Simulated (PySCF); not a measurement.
A PySCF script (with the pyscf-properties extension) for the NMR shieldings of `InChI=1S/C3H9NO2S/c1-7(5,6)3-2-4/h2-4H2,1H3`, on a GFN2-xTB geometry:

```python
import basis_set_exchange as bse
import numpy as np
from pyscf import gto, dft
from pyscf.prop import nmr

atoms = """
C    -1.630488    0.498640    0.956193
S    -1.241123    0.511699   -0.812360
O    -2.285239   -0.178938   -1.522462
O    -0.946213    1.860276   -1.215880
C     0.290108   -0.473940   -0.968987
C     1.450918    0.279757   -0.349111
N     1.430867    0.135044    1.101167
H    -2.302226    1.324339    1.151769
H    -0.692588    0.617624    1.486203
H    -2.105135   -0.445833    1.184999
H     0.099906   -1.427787   -0.485824
H     0.425860   -0.619837   -2.036856
H     2.397943   -0.060441   -0.799752
H     1.320441    1.339176   -0.587268
H     1.652515   -0.821079    1.361696
H     2.126856    0.737727    1.525062
"""
names = dict.fromkeys(["C", "S", "O", "N", "H"], "pcSseg-1")
basis = {el: gto.basis.parse(bse.get_basis(n, elements=[el], fmt="nwchem")) for el, n in names.items()}
mol = gto.M(atom=atoms, basis=basis, charge=0, verbose=0)
mf = dft.RKS(mol, xc="PBE0")
mf.grids.level = 2
mf.grids.alignment = dft.numint.BLKSIZE   # the property module wants whole blocks of grid points
mf.conv_tol = 1e-9
mf.kernel()

calc = nmr.RKS(mf)   # GIAO
C = mf.mo_coeff
Co = C[:, mf.mo_occ > 0]
resp = mf.gen_response(singlet=True, hermi=2)
def vind(x):   # induced exchange potential for any number of trial vectors
    d = np.einsum("pi,xij,qj->xpq", C, 2 * x.reshape(-1, C.shape[1], Co.shape[1]), Co, optimize=True)
    return np.einsum("xpq,pi,qj->xij", resp(d - d.transpose(0, 2, 1)), C, Co, optimize=True).ravel()
mo1, _ = nmr.rhf.solve_mo1(calc, with_cphf=vind)
sigma = calc.kernel(mo1)
for i, s in enumerate(sigma):   # ppm
    print("%2d %-2s %9.2f" % (i, mol.atom_pure_symbol(i), np.trace(s) / 3))
```

Problem. What are the results?

Solution. 
```
 0 C     134.89
 1 S     199.50
 2 O     113.32
 3 O     131.66
 4 C     124.19
 5 C     145.65
 6 N     226.60
 7 H      28.87
 8 H      26.40
 9 H      29.29
10 H      29.20
11 H      29.12
12 H      28.17
13 H      28.15
14 H      31.47
15 H      30.85
```

These numbers come from an equivalent density-fitted implementation of the same equations, which agrees with the script to about 0.01 ppm for H and up to a few tenths of a ppm for heavy atoms, so last digits may differ.

Problem. Turn these shieldings into chemical shifts. Scale: 13C (σref 186.93) and 1H (σref 31.72) against TMS; CS2 for 33S (σref 503.73); 17O (σref 336.08) vs H2O; 15N (σref 267.73) vs NH3 (reference shieldings calculated alike).

Solution. Averaging equivalent atoms: C 4: 62.7; C 0: 52.0; C 5: 41.3; S 1: 304; O 2/3: 213.6; N 6: 41.1; H 12/13: 3.55; H 7/8/9: 3.53; H 10/11: 2.56; H 14/15: 0.55 ppm. Experimental scales use liquid or dissolved standards, which lie at an offset from isolated NH3 (liquid NH3: subtract about 20 ppm) and H2O (liquid H2O: subtract about 36 ppm).

Size and cost of the density-fitted run: 171 basis functions, 27 s wall time on 1 thread of an Arm Neoverse V1, shared host.
